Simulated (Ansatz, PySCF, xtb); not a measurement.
Torsion H3–O1–Sn2–H4 in H2OSn (SMILES [OH][SnH]); at each angle all else is relaxed with GFN2-xTB, and the levels are single points there.
Geometry at 0° (charge 0, multiplicity 1):
```xyz
4

O     -1.05602     0.16395     0.28137
Sn     0.77912     0.88110    -0.12633
H     -1.56433    -0.48507    -0.20138
H      1.13849    -0.11461    -1.70886
```

| level | energy at 60° less that at 0° (kJ/mol) | cost |
|---|---|---|
| GFN2-xTB | 7.7 | - |
| PBE/def2-TZVPP | 34.9 | ×1 |
| PBE-D3(BJ)/def2-TZVPP | 35.0 | ×1 |
| BLYP-D4/def2-TZVPP | 34.1 | ×1 |
| r2SCAN/def2-TZVPP | 35.0 | ×2 |
| B3LYP/def2-TZVPP | 33.2 | ×1 |
| B3LYP-D3(BJ)/def2-TZVPP | 33.4 | ×1 |
| PBE0/def2-TZVPP | 34.0 | ×1 |
| PBE0-D3(BJ)/def2-TZVPP | 34.0 | ×1 |
| wB97X-V/def2-TZVPP | 34.0 | ×3 |
| MP2/def2-TZVPP | 36.1 | - |
| SCS-MP2/def2-QZVPP | 34.7 | - |
| CCSD/def2-TZVPP | 34.3 | - |
| CCSD(T)/CBS(def2-TZVPP, def2-QZVPP) | 33.2 | ×200 |

The rows run from 7.7 (GFN2-xTB) to 36.1 kJ/mol (MP2/def2-TZVPP). The dispersion term adds 0.1 in PBE-D3(BJ), 0.2 in B3LYP-D3(BJ), 0.1 in PBE0-D3(BJ). The 5 functionals in def2-TZVPP without D3 or D4 span 1.8, from B3LYP to r2SCAN.

On the grid 0° to 330°, 60° is the highest and 0° the lowest point at CCSD(T)/CBS(def2-TZVPP, def2-QZVPP).

Frozen-core correlation. Filled d and f shells under p-block atoms count as core. CBS(a, b) extrapolates the correlation energy as X⁻³ and adds the Hartree–Fock energy of set b.

Codes used: Ansatz (Gaussian orbitals); PySCF for the dispersion terms; xtb for the GFN methods. Each number belongs to the level named beside it. In def2 rows elements past Kr take small-core potentials, without spin–orbit coupling.

Costs are rough ratios of core time to PBE/def2-TZVPP (about 2.0 s over the structures, on one shared machine); a dash marks a level with no comparable run of its own.

Ansatz is a quantum-chemistry and plane-wave program.
